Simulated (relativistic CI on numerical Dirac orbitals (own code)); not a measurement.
Transition arrays of Te¹⁰⁺

Calculated at this level of theory: Dirac-Coulomb-Breit CI, orbitals from a KLI potential per configuration, a model potential for QED, valence Slater integrals scaled by 0.9, whole transition arrays (own radial code, finite nucleus).

CI space (outside the closed core [Ar] 3d10 4s2): 4p6 4d6, 4p6 4d5 4f, 4p5 4d7, 4p6 4d5 5p, 4p6 4d5 5f. Levels of other configurations are missing.

All E1 lines from the levels of 4p6 4d6; mean and standard deviation are weighted by gf, and upper levels are sorted by their leading configuration.

| Upper configuration | Lines | Σgf | Mean (eV) | Mean (nm) | σ (eV) | Strongest line (nm) |
| --- | --- | --- | --- | --- | --- | --- |
| 4p6 4d5 4f | 6197 | 1828.2 | 102.10 | 12.144 | 3.56 | 12.152 |
| 4p5 4d7 | 926 | 221.0 | 105.09 | 11.797 | 3.64 | 11.847 |
| 4p6 4d5 5p | 3310 | 141.1 | 85.06 | 14.576 | 2.60 | 14.784 |
| 4p6 4d5 5f | 5470 | 39.0 | 139.30 | 8.900 | 2.60 | 8.807 |

Σgf per state of the lower configuration in bins of 0.2 nm over the central range (centre: value): 8.9: 0.08, 11.3: 0.13, 11.5: 0.37, 11.7: 0.66, 11.9: 2.05, 12.1: 4.41, 12.3: 1.43, 12.5: 0.24, 12.7: 0.12, 12.9: 0.05, 14.1: 0.05, 14.3: 0.11, 14.5: 0.23, 14.7: 0.23.

Q: How do configuration mixing and the scaling of the Slater integrals move the arrays?

A: Slater scale 0.9, no configuration mixing: 4p6 4d5 4f 97.7 ± 4.3 eV (Σgf 1414.4), 4p5 4d7 91.2 ± 7.3 eV (Σgf 486.6), 4p6 4d5 5p 84.7 ± 2.1 eV (Σgf 176.6), 4p6 4d5 5f 139.2 ± 2.4 eV (Σgf 2.4); Slater scale 1: 4p6 4d5 4f 104.1 ± 3.7 eV (Σgf 1856.7), 4p5 4d7 107.2 ± 3.8 eV (Σgf 224.6), 4p6 4d5 5p 85.0 ± 2.5 eV (Σgf 141.8), 4p6 4d5 5f 139.3 ± 2.9 eV (Σgf 48.2); Slater scale 0.8: 4p6 4d5 4f 100.0 ± 3.2 eV (Σgf 1732.4), 4p5 4d7 103.1 ± 3.3 eV (Σgf 275.1), 4p6 4d5 5p 85.3 ± 3.2 eV (Σgf 147.9), 4p6 4d5 5f 139.3 ± 2.3 eV (Σgf 31.7). With mixing, levels are counted to their leading configuration, so an array can shrink or vanish into another, and the sums then hold other lines.
